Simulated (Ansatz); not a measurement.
Reaction (ligand exchange at the Si–C bond): `FC1C=C1[SiH3]` + `[OH][Ga]([Cl])[Cl]` → `[SiH3][O][Ga]([Cl])[Cl]` + `FC1C=C1`

Program: Ansatz. Geometries: PBE0-D4/def2-TZVP. ΔE: electronic, gas phase. CCSD(T)/CBS is the MP2 limit (def2-TZVPP, def2-QZVPP) plus CCSD(T) − MP2 in def2-TZVPP, frozen cores. For Ga outer-core shells are correlated without core-valence functions, which leaves a few kJ/mol of doubt a bond. Scalar relativity is left out up to krypton. One conformer a species, not always the lowest.

| species | SCS-MP2/def2-QZVPP energy (Eh) |
| --- | --- |
| `FC1C=C1[SiH3]` | -505.82049 |
| `[OH][Ga]([Cl])[Cl]` | -2919.05974 |
| `[SiH3][O][Ga]([Cl])[Cl]` | -3209.35650 |
| `FC1C=C1` | -215.55400 |

(1) Work out ΔE.

Largest T1 diagnostic among the species: 0.012.

## Answers

(1) ΔE = (-3209.35650) + (-215.55400) − (-505.82049) − (-2919.05974) = -0.03027 Eh = -79.5 kJ/mol. CCSD(T)/CBS gives -75.4 kJ/mol.

In def2-TZVPP, CCSD(T) changes the Hartree–Fock value by +18.9 kJ/mol (the triples alone add +3.2 kJ/mol) and MP2 by +19.3 kJ/mol. From PBE to PBE0 (25 % exact exchange), in def2-TZVPP and without D4, ΔE moves by −7.9 kJ/mol.
